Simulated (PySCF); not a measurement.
Isomers C$_{5}$H$_{9}$NO$_{3}$Si:

A. SMILES C=NC(=C)O[SiH2]OC(C)=O
B. SMILES c1(O)ccn([Si@H](OC)O)c1
C. `CCOc1nocc1O[SiH3]`
D. SMILES OCCc1nocc1O[SiH3]
E. `CO[Si@@](N)(O)c1ccco1`
F. `InChI=1S/C5H9NO3Si/c1-4(9-2)10-6-3-5(7)8/h3H,1,10H2,2H3,(H,7,8)/b6-3-`

Spectrum 1. 13C{1H} NMR (computed): δ 169.1 (C), 165.3 (CH), 161.9 (C), 98.5 (CH2), 55.6 (CH3).

Spectrum 2. 13C{1H} NMR (computed): δ 163.9 (C), 147.3 (C), 145.5 (CH), 65.5 (CH2), 29.7 (CH2).

Spectrum 3. 13C{1H} NMR (computed): δ 169.4 (C), 150.3 (CH), 137.5 (C), 67.5 (CH2), 14.8 (CH3).

Spectrum 4. 13C{1H} NMR (computed): δ 176.8 (C), 168.8 (C), 155.1 (CH2), 81.3 (CH2), 23.9 (CH3).

Spectrum 5. 13C{1H} NMR (computed): δ 155.3 (C), 121.6 (CH), 107.2 (CH), 104.2 (CH), 53.7 (CH3).

Spectrum 6. 13C{1H} NMR (computed): δ 160.7 (C), 152.0 (CH), 126.6 (CH), 115.7 (CH), 53.8 (CH3).

[PySCF 2.14: geometry: GFN2-xTB; NMR shieldings at PBE0/pcSseg-1/GIAO; non-relativistic; no solvent model; a single conformation; fast rotation and ring inversion assumed for equivalent nuclei]

References, each an isolated molecule treated in the same way: 13C vs TMS. Acid and N–H amide carbonyl carbons lie up to 10 ppm further downfield in solution (hydrogen bonding). Shifts are as computed. Against solution values, carbons near 30 ppm lie about +3 ppm off and those near 130 ppm about +5 ppm. Of 1309 compounds with measured shifts, 239 miss one by over three times the rms of a fit or turn the order of signals round; such compounds aren't used in these exercises.

Q: Which spectrum belongs to which compound?

A: 1–F, 2–D, 3–C, 4–A, 5–B, 6–E.

- Spectrum 1 (F): 5 13C signals; δC 169.1 is an alkene carbon bearing oxygen; δC 161.9 is a carboxylic acid carbon.
- Spectrum 2 (D): 5 13C signals; δC 147.3 is an aromatic carbon bearing oxygen; δC 65.5 is an sp3 CH2 bonded to O.
- Spectrum 3 (C): 5 13C signals; δC 169.4 is an aromatic carbon bearing oxygen; δC 137.5 is an aromatic carbon bearing oxygen.
- Spectrum 4 (A): 5 13C signals; δC 168.8 is an alkene carbon bearing oxygen; δC 81.3 is a β carbon of an enol-ether or enamine type C=C.
- Spectrum 5 (B): 5 13C signals; δC 155.3 is an aromatic carbon bearing oxygen; δC 107.2 is an aromatic CH.
- Spectrum 6 (E): 5 13C signals; δC 126.6 is an aromatic CH; δC 53.8 is a methyl carbon bonded to O.
